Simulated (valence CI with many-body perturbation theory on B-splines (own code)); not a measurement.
**Forbidden lines of Eu⁵⁷⁺**

Level of theory: relativistic CI+MBPT: four valence electrons over a frozen Dirac-Fock core [He], radial functions for each j: 11 s, 11 p, 9 d, 7 f, 5 g, 2 h, 1 i, with the one-electron correlation potential Σ1, the two-electron term Σ2, the three-electron term Σ3, Breit, model QED; selected CI, second order for the rest (own B-spline code, finite nucleus).

The last digits are not significant, and no measured levels were compared; by estimate large intervals hold to a few tenths of a per cent, small ones and those within an open d or f shell to about a per cent. Among the levels kept, up to 260 cm⁻¹ of a level comes from second order outside the variational space, and about a tenth of that is noise between levels of different J, which matters for small intervals.

Lines 1 to 50 of 56 in falling wavelength, among levels below 8509.4 eV, chosen from the decays that carry over 1 % of a level's rate. Wavelengths and rates use the calculated energies. Electric multipoles are in the length gauge, E1 and E2 with the static RPA response of the core. Weak lines are less certain than strong ones. Lines between different terms over intervals too small for the method are left out, as are lines whose strength nearly cancels. The highest levels of a list are the least certain.

Levels are named by their leading jj configuration (3d3/2^4 stands for four electrons in 3d with j = 3/2), which in mixed levels can hold well under half, so a name can repeat and another be missing. Letters in brackets count levels of one name in rising energy.

| λ vac (Å) | Upper | Lower | Type | A (s⁻¹) | Branch % |
| --- | --- | --- | --- | --- | --- |
| 18.43 | (2s^2 2p1/2 2p3/2) J=1 | (2s^2 2p1/2^2) J=0 | M1 | 1.93e+09 | 100.0 |
| 18.02 | (2s^2 2p3/2 3d5/2) J=4 | (2s^2 2p1/2 3d5/2) J=3 | M1 | 1.54e+09 | 1.9 |
| 17.98 | (2s^2 2p3/2^2) J=2 | (2s^2 2p1/2 2p3/2) J=2 | M1 | 1.55e+09 | 18.7 |
| 17.96 | (2s^2 2p1/2 2p3/2) J=2 | (2s^2 2p1/2^2) J=0 | E2 | 5.07e+06 | 99.7 |
| 17.54 | (2s^2 2p3/2^2) J=2 | (2s^2 2p1/2 2p3/2) J=1 | M1 | 1.55e+09 | 18.8 |
| 16.38 | (2s^2 2p3/2^2) J=0 | (2s^2 2p1/2 2p3/2) J=1 | M1 | 3.65e+09 | 36.8 |
| 1.901 | (2s^2 2p3/2 3p1/2) J=2 | (2s^2 2p3/2^2) J=0 | E2 | 2.00e+11 | 6.0 |
| 1.896 | (2s^2 2p1/2 3p1/2) J=1 | (2s^2 2p1/2 2p3/2) J=2 | E2 | 5.47e+11 | 37.4 |
| 1.896 | (2s 2p1/2^2 3p1/2) J=0 | (2s 2p1/2^2 2p3/2) J=2 | E2 | 1.07e+12 | 28.7 |
| 1.891 | (2s^2 2p1/2 3p1/2) J=1 | (2s^2 2p1/2 2p3/2) J=1 | E2 | 5.43e+11 | 37.1 |
| 1.887 | (2s^2 2p3/2 3p1/2) J=1 | (2s^2 2p3/2^2) J=2 | E2 | 5.60e+11 | 13.5 |
| 1.887 | (2s^2 2p3/2 3p1/2) J=2 | (2s^2 2p3/2^2) J=2 | E2 | 7.55e+11 | 22.6 |
| 1.885 | (2s^2 2p1/2 3p1/2) J=0 | (2s^2 2p1/2 2p3/2) J=2 | E2 | 1.06e+12 | 30.7 |
| 1.882 | (2s^2 2p3/2 3d5/2) J=4 | (2s 2p1/2 2p3/2^2) J=2 [b] | E2 | 1.21e+09 | 1.5 |
| 1.863 | (2s 2p1/2 2p3/2 3p3/2) J=4 | (2s 2p1/2 2p3/2^2) J=2 [b] | E2 | 3.43e+10 | 2.7 |
| 1.861 | (2s^2 2p3/2 3d5/2) J=4 | (2s 2p1/2 2p3/2^2) J=3 | E2 | 6.80e+09 | 8.4 |
| 1.842 | (2s 2p1/2 2p3/2 3p3/2) J=4 | (2s 2p1/2 2p3/2^2) J=3 | E2 | 3.19e+11 | 25.3 |
| 1.842 | (2s 2p1/2 2p3/2 3p3/2) J=0 [b] | (2s 2p1/2 2p3/2^2) J=2 [b] | E2 | 5.67e+11 | 7.5 |
| 1.840 | (2s^2 2p3/2 3p3/2) J=2 | (2s^2 2p3/2^2) J=0 | E2 | 2.14e+11 | 1.8 |
| 1.839 | (2s 2p1/2 2p3/2 3p3/2) J=1 [e] | (2s 2p1/2 2p3/2^2) J=2 [b] | E2 | 3.32e+11 | 2.2 |
| 1.837 | (2s 2p1/2 2p3/2 3p3/2) J=1 [e] | (2s 2p1/2 2p3/2^2) J=1 [a] | E2 | 2.86e+11 | 1.9 |
| 1.836 | (2s 2p1/2^2 3p3/2) J=2 | (2s 2p1/2^2 2p3/2) J=2 | E2 | 3.70e+11 | 2.6 |
| 1.835 | (2s^2 2p1/2 3p3/2) J=2 | (2s^2 2p1/2 2p3/2) J=2 | E2 | 3.70e+11 | 17.1 |
| 1.834 | (2s^2 2p1/2 3p3/2) J=1 | (2s^2 2p1/2 2p3/2) J=2 | E2 | 2.64e+11 | 4.9 |
| 1.834 | (2s^2 2p3/2 3p3/2) J=3 | (2s^2 2p3/2^2) J=2 | E2 | 4.08e+11 | 5.7 |
| 1.833 | (2s^2 2p3/2 3p3/2) J=1 | (2s^2 2p3/2^2) J=2 | E2 | 3.65e+11 | 1.1 |
| 1.831 | (2s 2p1/2 2p3/2 3p3/2) J=4 | (2s 2p1/2 2p3/2^2) J=2 [a] | E2 | 2.07e+10 | 1.6 |
| 1.830 | (2s^2 2p1/2 3p3/2) J=2 | (2s^2 2p1/2 2p3/2) J=1 | E2 | 1.64e+11 | 7.6 |
| 1.829 | (2s^2 2p1/2 3p3/2) J=1 | (2s^2 2p1/2 2p3/2) J=1 | E2 | 2.55e+11 | 4.7 |
| 1.821 | (2s^2 2p3/2 3p3/2) J=0 | (2s^2 2p3/2^2) J=2 | E2 | 1.07e+12 | 9.1 |
| 1.819 | (2s 2p1/2 2p3/2 3p3/2) J=1 [e] | (2s 2p1/2 2p3/2^2) J=3 | E2 | 2.01e+11 | 1.4 |
| 1.811 | (2s 2p1/2 2p3/2 3d5/2) J=5 | (2s 2p1/2 2p3/2^2) J=3 | M2 | 2.10e+10 | 44.6 |
| 1.811 | (2s 2p1/2 2p3/2 3d5/2) J=5 | (2s 2p1/2 2p3/2^2) J=3 | E3 | 1.09e+09 | 2.3 |
| 1.811 | (2s 2p1/2 2p3/2 3p3/2) J=0 [b] | (2s 2p1/2 2p3/2^2) J=2 [a] | E2 | 1.51e+11 | 2.0 |
| 1.802 | (2s^2 2p3/2 3d5/2) J=4 | (2s^2 2p3/2^2) J=2 | M2 | 2.01e+10 | 24.9 |
| 1.802 | (2s^2 2p3/2 3d5/2) J=4 | (2s^2 2p3/2^2) J=2 | E3 | 1.45e+09 | 1.8 |
| 1.686 | (2s^2 2p3/2 3d5/2) J=4 | (2s 2p1/2^2 2p3/2) J=2 | E2 | 5.91e+09 | 7.3 |
| 1.671 | (2s 2p1/2 2p3/2 3p3/2) J=4 | (2s 2p1/2^2 2p3/2) J=2 | E2 | 5.77e+11 | 45.8 |
| 1.668 | (2s 2p1/2 2p3/2 3p3/2) J=1 [e] | (2s 2p1/2^2 2p3/2) J=1 | E2 | 3.42e+11 | 2.3 |
| 1.665 | (2s^2 2p1/2 3p3/2) J=2 | (2s^2 2p1/2^2) J=0 | E2 | 5.14e+11 | 23.7 |
| 1.664 | (2s^2 2p3/2 3p3/2) J=3 | (2s^2 2p1/2 2p3/2) J=2 | E2 | 2.66e+11 | 3.7 |
| 1.663 | (2s^2 2p3/2 3p3/2) J=1 | (2s^2 2p1/2 2p3/2) J=2 | E2 | 4.83e+11 | 1.4 |
| 1.660 | (2s^2 2p3/2 3p3/2) J=3 | (2s^2 2p1/2 2p3/2) J=1 | E2 | 3.76e+11 | 5.2 |
| 1.658 | (2s^2 2p3/2 3p3/2) J=2 | (2s^2 2p1/2 2p3/2) J=2 | E2 | 4.22e+11 | 3.6 |
| 1.654 | (2s^2 2p3/2 3p3/2) J=2 | (2s^2 2p1/2 2p3/2) J=1 | E2 | 1.88e+11 | 1.6 |
| 1.653 | (2s^2 2p3/2 3p3/2) J=0 | (2s^2 2p1/2 2p3/2) J=2 | E2 | 5.96e+11 | 5.0 |
| 1.645 | (2s 2p1/2 2p3/2 3d5/2) J=5 | (2s 2p1/2^2 2p3/2) J=2 | E3 | 2.72e+09 | 5.8 |
| 1.638 | (2s^2 2p3/2 3d5/2) J=4 | (2s^2 2p1/2 2p3/2) J=2 | M2 | 9.61e+09 | 11.9 |
| 1.638 | (2s^2 2p3/2 3d5/2) J=4 | (2s^2 2p1/2 2p3/2) J=2 | E3 | 1.12e+09 | 1.4 |
| 1.634 | (2s^2 2p3/2 3d5/2) J=4 | (2s^2 2p1/2 2p3/2) J=1 | E3 | 1.89e+09 | 2.3 |
